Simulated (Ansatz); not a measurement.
CH5FOSi2 can be A, `OC1(F)[SiH2][SiH2]1`, or B, `F[C@H]1O[Si@H]1[SiH3]`.

Isolated molecules relaxed with PBE0-D4/def2-TZVP in Ansatz; ΔE leaves out vibrations. CBS: MP2 limit from def2 TZ/QZ plus the TZ coupled-cluster correction, frozen cores. Functionals use def2-TZVPP. B3LYP here is the variant with VWN-RPA as its local correlation; programs differ in this. One conformer a species, not always the lowest.

(1) Which isomer does CCSD(T)/CBS put lower? Give the gap. (An estimate is asked.)

(2) Give E(B) − E(A) in kJ/mol with CCSD(T)/def2-TZVPP, r2SCAN-D4, MP2/def2-TZVPP, PBE-D4, ωB97M-V, B3LYP, B2PLYP. (Estimate.)

Largest T1 diagnostic: 0.016.

## Answers

(1) The calculation gave: B, by 115.9 kJ/mol.

(2) Ansatz gave: CCSD(T)/def2-TZVPP -118.8, r2SCAN-D4 -114.3, MP2/def2-TZVPP -122.9, PBE-D4 -105.1, ωB97M-V -112.6, B3LYP -118.2, B2PLYP -121.0. None reverses the order clearly.

In def2-TZVPP, CCSD(T) changes the Hartree–Fock value by +12.9 kJ/mol (the triples alone add +1.7 kJ/mol) and MP2 by +8.8 kJ/mol. The D4 term adds +3.2 kJ/mol with B3LYP and +1.5 kJ/mol with PBE0; it sums over pairs of atoms, weighted by their polarisabilities, and B3LYP, whose exchange is more repulsive, gets the larger term.
